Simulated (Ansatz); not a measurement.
`OBC(F)S` → `COB(F)S`  (isomerisation)

Calculated with Ansatz (gas phase, PBE0-D4/def2-TZVP geometries, no zero-point term in ΔE). CCSD(T)/CBS adds triple-zeta CCSD(T) − MP2 to the extrapolated MP2 energy (def2 sets, frozen cores). This one scheme is used for every species. DFT in def2-TZVPP. One conformer a species, not always the lowest.

`OBC(F)S`:

Cartesian coordinates in Å:
```
O 0.815 0.978 -1.612
B -0.225 0.350 -1.047
C -0.160 -0.002 0.501
F 1.011 0.538 1.053
S -0.239 -1.776 0.722
H 1.520 1.144 -0.973
H -1.179 0.082 -1.712
H -0.996 0.456 1.038
H -0.547 -1.771 2.030
```

`COB(F)S`:

Cartesian coordinates in Å:
```
C 0.415 -0.880 1.028
O 0.167 0.322 0.317
B -0.393 0.337 -0.904
F -0.748 -0.789 -1.524
S -0.698 1.893 -1.783
H 0.126 -1.760 0.450
H 1.480 -0.932 1.259
H -0.150 -0.857 1.961
H -0.199 2.665 -0.805
```

CCSD(T)/CBS gives -2.49 eV.

**Question.** Another level gave -2.51 eV. Which?
A. PBE/def2-TZVPP
B. r2SCAN/def2-TZVPP
C. CCSD/def2-TZVPP
D. ωB97M-V/def2-TZVPP

**Answer.** B. r2SCAN -2.51, CCSD/def2-TZVPP -2.56, PBE -2.38, ωB97M-V -2.46 eV.

Largest T1 diagnostic among the species: 0.013.

From PBE to PBE0 (25 % exact exchange), in def2-TZVPP and without D4, ΔE moves by −0.09 eV. In def2-TZVPP, CCSD(T) changes the Hartree–Fock value by +0.18 eV (the triples alone add +0.03 eV) and MP2 by +0.13 eV.
